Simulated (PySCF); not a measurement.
**SnH4: breathing scan**

Method: PBE0 in PySCF with Sn def2-TZVP with ECP28, H def2-TZVP; scalar-relativistic core potentials, no spin–orbit coupling; density-fitted integrals.

Rigid scan from the singlet minimum (Sn–H 1.704 Å (×4); H–Sn–H 109.5° (×6)). Coordinate: all bonds to the central atom scaled together. Energies in kJ/mol from the minimum.

```
scale of all bonds to the centre  E (kJ/mol)
                            0.88       154.5
                            0.92        62.1
                            0.96        14.1
                            1.00         0.0
                            1.04        11.5
                            1.08        42.3
                            1.14       113.7
                            1.22       236.9
                            1.35       460.8
```

At long bonds a restricted determinant can lie too high, and another spin state can fall below this curve.

The scan took 7.1 s on 2 threads of a shared AMD EPYC 7B13 (Zen 3) host; the process peaked at 0.98 GiB. Launch command: `OMP_NUM_THREADS=2 python axn.py task.json out`.
